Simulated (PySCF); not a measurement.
Isomers of C3H7NSi, mass 85.035 u with the commonest isotopes. Computed with PBE0-D3(BJ)/def2-SVP geometry optimisation, gas phase (PySCF). One conformer each, none proved a minimum here; rigid rotors.

Task: Order these by rotational constant A, smallest first.
A. `[CH2:1]=[N:2][SiH:3]1[CH2:4][CH2:5]1` with C1–N2–Si3–C4 153°
B. `[CH:1]#[C:2][CH2:3][NH:4][SiH3:5]` with C2–C3–N4–Si5 81°
C. `[CH:1]#[C:2][Si@@H:3]([CH3:4])[NH2:5]` with C2–Si3–N5–H -174° and 46°
D. `[CH3:1][C:2]#[C:3][SiH2:4][NH2:5]` with C3–Si4–N5–H -68° and 69°
E. `[H]/[N:1]=[CH:2]\[C@@H:3]1[CH2:4][SiH2:5]1` with N1–C2–C3–C4 -152°

Result: C (5744 MHz), B (9303 MHz), E (9725 MHz), A (12139 MHz), D (13952 MHz).

Task: Order these by radius of gyration √(Σ m r²/M), largest first.
A. `[CH3:1][C:2]#[C:3][SiH2:4][NH2:5]` with C3–Si4–N5–H -68° and 69°
B. `[CH:1]#[C:2][Si@@H:3]([CH3:4])[NH2:5]` with C2–Si3–N5–H -174° and 46°
C. `[CH:1]#[C:2][CH2:3][NH:4][SiH3:5]` with C2–C3–N4–Si5 81°
D. `[CH2:1]=[N:2][SiH:3]1[CH2:4][CH2:5]1` with C1–N2–Si3–C4 153°

Result: A (2.078 Å), C (1.870 Å), B (1.736 Å), D (1.679 Å).

Task: Order these by rotational constant C, largest first.
A. `[CH2:1]=[N:2][SiH:3]1[CH2:4][CH2:5]1` with C1–N2–Si3–C4 153°
B. `[CH:1]#[C:2][Si@@H:3]([CH3:4])[NH2:5]` with C2–Si3–N5–H -174° and 46°
C. `[CH:1]#[C:2][CH2:3][NH:4][SiH3:5]` with C2–C3–N4–Si5 81°
D. `[CH3:1][C:2]#[C:3][SiH2:4][NH2:5]` with C3–Si4–N5–H -68° and 69°

Result: A (2307 MHz), B (2084 MHz), C (1767 MHz), D (1400 MHz).

| SMILES | point group | Ia (u·Å²) | Ib (u·Å²) | Ic (u·Å²) | κ | μa (D) | μb (D) | μc (D) |
| --- | --- | --- | --- | --- | --- | --- | --- | --- |
| C#CCN[SiH3] | C1 | 54.32 | 254.13 | 285.98 | -0.94 | 0.46 | 0.45 | 0.54 |
| C=N[SiH]1CC1 | Cs | 41.63 | 218.85 | 219.11 | -1.00 | 0.80 | 0.97 | 0.03 |
| C#C[Si@@H](C)N | C1 | 87.98 | 182.17 | 242.48 | -0.62 | 0.65 | 0.68 | 0.11 |
| [H]/N=C\[C@@H]1C[SiH2]1 | C1 | 51.97 | 216.68 | 240.43 | -0.94 | 2.83 | 0.42 | 0.97 |
| CC#C[SiH2]N | – | 36.22 | 336.86 | 361.05 | -0.98 | 1.55 | 1.70 | 0.01 |
